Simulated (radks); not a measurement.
Cd V, 44 electrons, occupied as [Ar] 3d10 4s1 4p6 4d8 5p1 (not the ground configuration). Calculated with a radial shooting solver on a logarithmic mesh with Libxc functionals: scalar-relativistic Kohn-Sham, r2SCAN, spin-polarised, spherical densities, finite nucleus; open shells are filled with parallel spins first (spin-orbit coupling, left out, can overturn this in heavy ions); meta-GGA in the generalised Kohn-Sham scheme; Fermi nuclear charge, rms radius 4.6087 fm.

Unscreened Slater integrals over Kohn-Sham orbitals (hartree). They are taken over the spin-up orbitals.

integral,value
"F0(5p,5p)",0.38196
"F2(5p,5p)",0.20951
"F0(5p,4d)",0.46819
"F2(5p,4d)",0.14631
"G1(5p,4d)",0.049984
"G3(5p,4d)",0.046384
"F0(5p,4p)",0.47864
"F2(5p,4p)",0.12481
"G0(5p,4p)",0.025483
"G2(5p,4p)",0.033295
"F0(5p,4s)",0.48259
"G1(5p,4s)",0.035074
"F0(4d,4d)",0.81567
"F2(4d,4d)",0.41552
"F4(4d,4d)",0.27571
"F0(4d,4p)",0.88120
"F2(4d,4p)",0.44811
"G1(4d,4p)",0.56844
"G3(4d,4p)",0.35184
"F0(4d,4s)",0.90654
"G2(4d,4s)",0.42916
"F0(4p,4p)",0.96605
"F2(4p,4p)",0.51004
"F0(4p,4s)",1.0000
"G1(4p,4s)",0.68265
"F0(4s,4s)",1.0385

Derived for the open shells (J is the average intra-shell exchange parameter used in DFT+U). 4d: Racah B = F2/49 - 5 F4/441 = 0.005354 hartree, C = 35 F4/441 = 0.02188 hartree, C/B = 4.09, F4/F2 = 0.664, J = (F2 + F4)/14 = 0.04937 hartree. 5p: J = F2/5 = 0.04190 hartree.
